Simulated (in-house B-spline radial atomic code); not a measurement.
# How G0W0 and RPA depend on the start: In⁸⁺

Configuration [Kr] 4d5, highest spin. Computed with an all-electron radial atomic-structure program (B-spline basis): all electrons, scalar-relativistic (spin-free one-electron X2C), finite nucleus, each spin shell either full or empty, empty states to l = 9 with an (l + 1/2)⁻⁴ tail; G0W0 by contour deformation at full frequency.

```json
{"start": "Hartree-Fock", "mean-field 4d up (eV)": "-158.29", "G0W0 (eV)": "-158.67", "QP weight": "0.979", "RPA correlation (Eh)": "-2.9933"}
{"start": "LDA VWN5", "mean-field 4d up (eV)": "-146.77", "G0W0 (eV)": "-158.28", "QP weight": "0.968", "RPA correlation (Eh)": "-3.2172"}
{"start": "PBE", "mean-field 4d up (eV)": "-146.81", "G0W0 (eV)": "?", "QP weight": "?", "RPA correlation (Eh)": "?"}
{"start": "PBE0", "mean-field 4d up (eV)": "-150.01", "G0W0 (eV)": "-158.33", "QP weight": "0.972", "RPA correlation (Eh)": "-3.153"}
{"start": "r2SCAN", "mean-field 4d up (eV)": "-147.77", "G0W0 (eV)": "-158.28", "QP weight": "0.970", "RPA correlation (Eh)": "-3.1735"}
{"start": "HSE06", "mean-field 4d up (eV)": "-149.55", "G0W0 (eV)": "-158.35", "QP weight": "0.972", "RPA correlation (Eh)": "-3.1567"}
{"start": "B3LYP (VWN-RPA)", "mean-field 4d up (eV)": "-149.20", "G0W0 (eV)": "-158.34", "QP weight": "0.971", "RPA correlation (Eh)": "-3.166"}
{"start": "SCAN", "mean-field 4d up (eV)": "-147.69", "G0W0 (eV)": "-158.24", "QP weight": "0.970", "RPA correlation (Eh)": "-3.1714"}
{"start": "TPSS", "mean-field 4d up (eV)": "-146.89", "G0W0 (eV)": "?", "QP weight": "?", "RPA correlation (Eh)": "?"}
{"start": "BHandHLYP", "mean-field 4d up (eV)": "-152.83", "G0W0 (eV)": "-158.47", "QP weight": "0.975", "RPA correlation (Eh)": "-3.0973"}
{"start": "CAM-B3LYP", "mean-field 4d up (eV)": "-151.18", "G0W0 (eV)": "-158.41", "QP weight": "0.973", "RPA correlation (Eh)": "-3.1457"}
{"start": "LC-wPBE", "mean-field 4d up (eV)": "-152.35", "G0W0 (eV)": "-158.42", "QP weight": "0.974", "RPA correlation (Eh)": "-3.1524"}
{"start": "wB97X", "mean-field 4d up (eV)": "-152.05", "G0W0 (eV)": "-158.27", "QP weight": "0.974", "RPA correlation (Eh)": "-3.1371"}
{"start": "PBEsol", "mean-field 4d up (eV)": "-146.73", "G0W0 (eV)": "-158.24", "QP weight": "0.968", "RPA correlation (Eh)": "-3.2148"}
{"start": "BLYP", "mean-field 4d up (eV)": "-146.46", "G0W0 (eV)": "-158.25", "QP weight": "0.968", "RPA correlation (Eh)": "-3.2146"}
{"start": "r2SCAN0", "mean-field 4d up (eV)": "-150.67", "G0W0 (eV)": "-158.37", "QP weight": "0.973", "RPA correlation (Eh)": "-3.126"}
{"start": "LDA exchange-only", "mean-field 4d up (eV)": "-145.16", "G0W0 (eV)": "-158.41", "QP weight": "0.967", "RPA correlation (Eh)": "-3.2167"}
```

Q: What G0W0 level, weight and RPA correlation energy follow from the PBE start?

A: G0W0 level -158.23 eV, weight 0.968, RPA correlation -3.2134 hartree.

Q: What G0W0 level, weight and RPA correlation energy follow from the TPSS start?

A: G0W0 level -158.26 eV, weight 0.969, RPA correlation -3.2016 hartree.

Q: How much of the dependence on the start does G0W0 remove?

A: The mean-field levels span 13.1 eV and the G0W0 levels 0.446 eV. Against 156 ± 2.2 eV (NIST, tabulated theory) the G0W0 removal energies are off by +2.23 to +2.67 eV, with spin-orbit coupling, Breit and QED terms left out.
